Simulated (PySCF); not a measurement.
# Ionisation energy of Cu²⁴⁺ by level of theory

Cu²⁴⁺ [He] 2s2 2p1 (2P) → Cu²⁵⁺ [He] 2s2 (1S), as a difference of total energies. All numbers are calculated (PySCF 2.14, scalar relativity by spin-free X2C-1e, in an even-tempered Gaussian basis (19 s from 5.5 bohr⁻², ratio 2.2; 11 p from 7.2 bohr⁻², ratio 2.2; 6 d from 30 bohr⁻², ratio 2.4; 5 f from 45 bohr⁻², ratio 2.4; 4 g from 68 bohr⁻², ratio 2.4)). Correlated levels: nothing frozen; virtual orbitals above 40 to 60 times the deepest correlated orbital energy dropped. The calculations carry no spin-orbit coupling.

```csv
method,ionisation energy (eV)
UHF,2294.6
LDA,2292.2
PBE,2295.7
PBE0,2295.6
r2SCAN,2296.8
BLYP,2296.8
BHandHLYP,2296.4
MP2 (all electrons),2294.1
SCS-MP2 (all electrons),2293.8
```

A first-order spin-orbit estimate (lowest level to lowest level, LS coupling) adds 15.913 eV.

For comparison: 2307.3 ± 1 eV (semi-empirical (NIST evaluation); NIST Atomic Spectra Database, ionization energies).
